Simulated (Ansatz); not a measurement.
CH7FO2SSi2 (`C[SiH](F)S[SiH](O)O`) at its PBE0-D4/def2-TZVP geometry, where that method's forces vanish. The species carries charge 0 and has multiplicity 1.

```csv
atom,x (Å),y (Å),z (Å)
C1,-0.861,0.471,-1.912
Si2,0.430,1.251,-0.844
F3,-0.324,2.108,0.298
S4,1.750,-0.121,0.097
Si5,0.348,-1.315,1.205
O6,1.124,-1.800,2.555
O7,-1.034,-0.480,1.447
H8,-1.488,1.242,-2.368
H9,-1.500,-0.194,-1.328
H10,-0.389,-0.107,-2.710
H11,1.301,2.194,-1.582
H12,-0.046,-2.546,0.502
H13,1.679,-1.167,3.015
H14,-0.989,0.464,1.624
```

(1) For each bond, give half the difference of the two atoms' forces along it (eV/Å; positive pushes the atoms apart) under PBE-D4, r2SCAN-D4, B3LYP-D4, ωB97M-V in def2-TZVPP. (Estimate.)

Answers

(1) Computed: 
```
   bond  length (Å)  PBE-D4  r2SCAN-D4  B3LYP-D4  ωB97M-V
 C1–Si2       1.848   -0.06      -0.01      0.08     0.00
  C1–H8       1.093    0.10      -0.01     -0.04    -0.04
  C1–H9       1.092    0.11       0.00     -0.06    -0.04
 C1–H10       1.092    0.10      -0.01     -0.05    -0.04
 Si2–F3       1.614    0.52       0.05      0.18     0.16
 Si2–S4       2.124    0.04       0.03      0.10     0.02
Si2–H11       1.481    0.04      -0.04     -0.20    -0.19
 S4–Si5       2.149    0.00       0.02      0.12     0.02
 Si5–O6       1.631    0.28       0.04      0.09     0.10
 Si5–O7       1.633    0.25       0.05      0.11     0.11
Si5–H12       1.470    0.02      -0.04     -0.20    -0.23
 O6–H13       0.959    0.33       0.02     -0.02    -0.06
 O7–H14       0.961    0.34       0.01     -0.03    -0.06
```

B3LYP here is the variant with VWN-RPA as its local correlation; programs differ in this.
